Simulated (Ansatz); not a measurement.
Cost and result up the ladder for the cluster Ca₃Te₂ (the lowest singlet isomer of a short search) (5 atoms). Charge 0, multiplicity 1. Geometry: PBE-D4/def2-SVP.

Cartesian coordinates in Å:
```
Ca 0.8031 -0.0800 1.9245
Ca 1.1915 -0.4763 -1.6456
Ca -1.9929 0.5558 -0.2788
Te -0.5969 -2.0547 0.1632
Te 0.5951 2.0552 -0.1633
```

Ansatz; hardware A = 2 threads of AMD EPYC 7R13 on a shared host; B = 2 threads of AMD EPYC 7R13 on a shared host and a share (18 GiB) of an NVIDIA H100 80GB HBM3. Times are rough, and most runs start from the orbitals of an earlier one. CAM-B3LYP-D4/def2-TZVP serves as the yardstick here, not as an exact answer. Differences are given only for rows in sets of like size (and for xTB, whose basis is part of the method), since another set adds its own error. Binding counts from free atoms at the same level (Ca singlet, Te triplet; other spins of the atoms weren't run), without zero-point energy or a counterpoise term.

In the def2 sets Te takes a core potential; there is no spin–orbit coupling. Correlated methods freeze 23 core orbitals; core or outer-core shells of Ca, Te are correlated, in sets that lack core-valence functions. The rows differ in basis, and correlated rows in double-zeta sets carry the largest basis error. The structure comes from a short search, and lower isomers may exist.

Run but left out: r2SCAN-D4/def2-TZVP, PBE-QIDH/def2-TZVP (restricted singlet, unstable towards broken spin symmetry).

Correlated methods converge slowly with the basis, most of all in double-zeta sets.

```tsv
level	functions	wall time	binding energy per atom (eV)	difference from CAM-B3LYP-D4/def2-TZVP (eV)	remarks
PBE-D4/def2-SVP [A]	124	3 s	2.39	–	–
PBE-D4/def2-TZVP [A]	208	4.6 s	2.35	0.31	–
PBE0-D4/def2-SVP [A]	124	6 s	2.28	–	–
PBE-D4/def2-TZVPD [A]	226	6.5 s	2.35	0.31	–
CCSD(T)/def2-SVP [B]	124	12 s	1.83	–	restricted SCF unstable
CAM-B3LYP-D4/def2-TZVP [A]	208	12 s	2.04	0.00	–
PBE0-D4/def2-TZVPD [A]	226	12 s	2.26	0.22	–
PBE0-D4/def2-TZVP (with forces) [A]	208	14 s	2.26	0.22	–
RPA@PBE/def2-TZVP [A]	208	14 s	1.59	-0.45	–
MP2/def2-TZVP [A]	208	14 s	2.10	0.05	restricted SCF unstable
r2SCAN-D4/def2-TZVPD [A]	226	14 s	2.40	0.35	–
```
